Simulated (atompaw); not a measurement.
**How hard is this S PAW (atompaw) potential?**

```json
{
  "Element": "sulfur",
  "Generator": "atompaw 4.2.0.5",
  "Type": "PAW",
  "Functional": "PBE",
  "Relativity": "scalar-relativistic",
  "Frozen core": "[Ne]",
  "Valence charge": "6",
  "Reference configuration": "3s2 3p4",
  "Partial waves": "3s (bound): rc 1.30 bohr; 3s channel at -0.8 Ry: rc 1.20 bohr; 3p (bound): rc 1.30 bohr; 3p channel at 3.4 Ry: rc 1.30 bohr",
  "Local potential": "ultrasoft scheme with l = 2 at 0 Ry, radius 0.85 bohr",
  "Core correction": "smooth core density matched at 0.75 bohr",
  "Augmentation charge": "besselshape compensation charge, radius 1.00 bohr; PAW radius 1.30 bohr; waves and projectors: custom polynom2 7 10 vanderbiltortho"
}
```

The pseudo-atom Hamiltonian at the reference potential is diagonalised in spherical Bessel functions j_l(qr) that vanish at 20 bohr, with q² up to the cutoff. All-electron valence levels (Ry): 3s -1.2683, 3p -0.5151.

Question: How do the lowest levels (Ry) of each channel move with the cutoff, and are there ghosts?

Answer:

```
cutoff (Ry)     s #1     s #2     s #3     p #1    p #2    d #1    f #1    f #2  Σ f·Δε (mRy)
          8  -1.1752  -0.0170   0.0744  -0.4948  0.0313  0.0704  0.1170  0.2496         267.8
         12  -1.2415  -0.0231   0.0703  -0.5134  0.0307  0.0703  0.1170  0.2496          60.8
         18  -1.2649  -0.0260   0.0685  -0.5149  0.0306  0.0702  0.1170  0.2496           7.8
         25  -1.2678  -0.0265   0.0682  -0.5150  0.0306  0.0701  0.1170  0.2496           1.6
         35  -1.2681  -0.0267   0.0681  -0.5150  0.0306  0.0701  0.1170  0.2496           0.9
         45  -1.2682  -0.0305  -0.0193  -0.5150  0.0306  0.0700  0.1170  0.2496           0.7
         55  -2.0958  -1.2681  -0.0266  -0.5150  0.0306  0.0700  0.1170  0.2496           0.8
         70  -3.0426  -1.2682  -0.0267  -0.5150  0.0306  0.0700  0.1170  0.2496           0.6
        400  -3.7000  -1.2683  -0.0268  -0.5151  0.0306  0.0700  0.1170  0.2496           0.0
```

Result: ghost state, extra bound levels that the all-electron valence spectrum of the same l lacks: s at -50.3 eV (a true bound ghost makes a file unfit for plane-wave use); 10 mRy is reached at 18 Ry and 1 mRy at 55 Ry.
